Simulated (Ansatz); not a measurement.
Relaxation of the cluster Be₃O₃⁻ with UKS r2SCAN-D4/def2-SVPD.

```sh
$ ansatz run in.yaml --threads 4 --pin off --events-out ev --progress --plain --max-ram 3916MiB
```

```yaml
crystal:
  periodic: [false, false, false]
  atoms:
    - {symbol: Be, position_ang: [-0.737262, -1.041054, -0.189744]}
    - {symbol: Be, position_ang: [-0.542869, 1.166011, 0.094923]}
    - {symbol: Be, position_ang: [1.280136, -0.124946, 0.094581]}
    - {symbol: O, position_ang: [0.916612, 1.294310, 0.235854]}
    - {symbol: O, position_ang: [0.674950, -1.449699, -0.117942]}
    - {symbol: O, position_ang: [-1.591578, 0.155378, -0.117673]}
basis:
  gaussian: {orbitals: def2-SVPD}
total_charge: -1
magnetization: {spin_polarized: true, initial_magnetization: 1}
hamiltonian: {xc: r2scan, dispersion: d4}
scf: {omitted_lower_state_checks: [starts]}
output: {orbitals: {seedname: orbitals}}
relax: {f_tol: 0.02, max_steps: 100}
```

Run time 12 s (4 threads of Intel Xeon Platinum 8488C on a shared host).

Positions (Å) and forces (eV/Å) at steps 1, 2, 4 of 4:

```xyz
6
step=1 energy=-7344.0744 eV
Be   -0.737   -1.041   -0.190   -0.279   -0.394   -0.071
Be   -0.543    1.166    0.095   -0.206    0.441    0.036
Be    1.280   -0.125    0.095    0.484   -0.048    0.036
O     0.917    1.294    0.236    0.281    0.396    0.072
O     0.675   -1.450   -0.118    0.207   -0.443   -0.037
O    -1.592    0.155   -0.118   -0.487    0.048   -0.036
6
step=2 energy=-7344.0949 eV
Be   -0.744   -1.050   -0.191   -0.139   -0.197   -0.036
Be   -0.548    1.176    0.096   -0.102    0.220    0.018
Be    1.291   -0.126    0.096    0.241   -0.024    0.018
O     0.921    1.300    0.237    0.139    0.196    0.036
O     0.678   -1.456   -0.119    0.102   -0.219   -0.018
O    -1.599    0.156   -0.118   -0.241    0.024   -0.018
6
step=4 energy=-7344.1019 eV
Be   -0.750   -1.060   -0.193    0.000   -0.001    0.000
Be   -0.552    1.187    0.097   -0.001    0.001    0.000
Be    1.303   -0.127    0.096    0.001   -0.001    0.000
O     0.925    1.307    0.238   -0.001   -0.001    0.000
O     0.681   -1.463   -0.119    0.000    0.001    0.000
O    -1.607    0.157   -0.119    0.001    0.000    0.000
```

The highest occupied level of the relaxed charge -1 doublet lies above zero (up to 1.26 eV). By energy differences its removal costs 0.29 eV (each at its own geometry, to the charge 0 singlet, at PBE0-D4/def2-TZVPD). The structure comes from a short search, and lower isomers may exist.
